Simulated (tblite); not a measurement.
C7H9F2 (doublet state).
Geometry (GFN2-xTB, Å), atoms numbered from 1 in this order:
```xyz
18
C7H9F2 angstrom
C      2.424   -0.251   -0.868
C      1.352   -0.896    0.002
C      0.100   -0.111    0.100
C     -0.240    1.098   -0.480
C     -1.528    1.472   -0.177
C     -2.189    0.432    0.668
F     -3.280   -0.126    0.032
C     -1.073   -0.623    0.894
F     -1.463   -1.877    0.477
H      2.063   -0.118   -1.884
H      2.709    0.719   -0.468
H      3.309   -0.882   -0.896
H      1.103   -1.890   -0.388
H      1.746   -1.060    1.013
H      0.422    1.682   -1.094
H     -2.047    2.345   -0.519
H     -2.582    0.829    1.615
H     -0.835   -0.735    1.962
```

Computed with GFN2-xTB (tblite): harmonic, unscaled wavenumbers at the GFN2-xTB geometry, gas phase. The method is semi-empirical: single wavenumbers can be off by several per cent or more. One conformer, not necessarily the lowest. Open shells enter through the occupations alone, without spin polarisation, and single modes of such species can be off by tens of per cent.

Harmonic wavenumbers (cm⁻¹): 29.5, 52.8, 157.5, 196.2, 214.5, 259.4, 273.6, 348.7, 440.4, 507.5, 561.6, 650.2, 662.2, 776.0, 790.4, 825.6, 886.4, 890.2, 994.0, 1031.1, 1044.5, 1058.1, 1068.9, 1097.2, 1100.7, 1170.7, 1204.1, 1216.9, 1228.5, 1253.9, 1261.0, 1274.9, 1344.0, 1410.9, 1419.8, 1444.1, 1493.7, 1500.4, 1505.8, 2870.6, 2883.7, 2894.6, 2930.3, 3039.9, 3043.4, 3047.6, 3137.9, 3167.2.

A = 3025, B = 1149, C = 899.8 MHz; mass 131.067 u (most abundant isotopes); point group C1, symmetry number 1; spin multiplicity 2.

Question: What is the zero-point energy?

Answer: ½Σν̃ = 30831 cm⁻¹ = 368.82 kJ/mol.

Question: Give the ideal-gas entropy at 350 K and 1 bar in the rigid-rotor, harmonic-oscillator model (classical rotation).

Answer: Translation 173.00, rotation 123.42, vibration 129.93, spin (R ln 2) 5.76: S = 432.1 J/(mol K).

Question: And Cp and H(350 K) − H(0)?

Answer: Cp = 169.50 J/(mol K), of which vibrations give 136.24 (their classical limit is 48 R = 399.1); H(350 K) − H(0) = 34.89 kJ/mol without the zero-point energy, 23.25 from vibrations.

Question: What must be added to the electronic energy to get the Gibbs energy at 350 K and 1 bar?

Answer: ZPE + [H(350 K) − H(0)] − T·S = 368.82 + 34.89 − 151.24 = 252.47 kJ/mol.

Question: Blend soft modes into free rotors: weight 1/[1 + (100 cm⁻¹/ν̃)⁴] for the oscillator and the rest for a rotor with moment μB/(μ + B), μ = h/(8π²ν), B = 10⁻⁴⁴ kg m². What vibrational entropy results?

Answer: 116.28 J/(mol K) in place of 129.93, which changes −T·S at 350 K by +4.78 kJ/mol.

Hindered rotation and anharmonicity are outside this model. Other conformers, if any are populated, would add a mixing term that is left out. The structure is chiral; the term R ln 2 for an equal mix with its mirror image is left out.
